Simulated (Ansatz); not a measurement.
`[SiH3][SiH3]` + `CBS` → `CBS[SiH3]` + SiH₄ at 500 K and 1 bar (cleavage of the Si–Si bond).

Gas-phase electronic energies from Ansatz, PBE0-D4/def2-TZVP geometries. CCSD(T)/CBS adds triple-zeta CCSD(T) − MP2 to the extrapolated MP2 energy (def2 sets, frozen cores). This one scheme is used for every species. Each species was taken in one conformer, which may not be the lowest.

```
       species  CCSD(T)/CBS energy (Eh)  H − E (kJ/mol)  S (J/(mol·K))
`[SiH3][SiH3]`               -581.74359           163.1          323.1
         `CBS`               -463.66090           187.2          329.8
   `CBS[SiH3]`               -753.96029           247.4          413.0
          SiH₄               -291.46306           102.4          230.9
```

H − E and S are ideal-gas, rigid-rotor, harmonic terms from PBE0-D4/def2-TZVP, for one conformer and one mirror image of each species. 1 Eh = 2625.50 kJ/mol, R = 8.31446 J/(mol·K).

By hand: ΔE, ΔH, ΔS and ΔG.

ΔE = (-753.96029) + (-291.46306) − (-581.74359) − (-463.66090) = -0.01886 Eh = -49.5 kJ/mol. Δ(H − E) = 247.4 + 102.4 − 163.1 − 187.2 = -0.5, so ΔH = -50.0 kJ/mol. ΔS = 413.0 + 230.9 − 323.1 − 329.8 = -9.0 J/(mol·K). ΔG = -50.0 − 500 × (-9.0)/1000 = -45.5 kJ/mol.

By hand: the equilibrium constant, and the temperature at which ΔG would vanish if ΔH and ΔS stayed fixed.

log₁₀ K = −ΔG/(RT ln 10) = 4.8. ΔG = 0 at ΔH/ΔS = 5556 K, far beyond where these terms or the molecules hold.

The number of gas molecules stays the same, so ΔS is small and ΔH decides. A doubt of 5 kJ/mol in ΔE shifts log₁₀ K by 0.5 here. Other conformers and mirror images would add mixing entropy, several J/(mol·K) or more a flexible species. These are equilibria of isolated gas molecules and say nothing of rates. Largest T1 diagnostic: 0.013 (customary marks: 0.02 for closed shells, 0.045 for open ones).
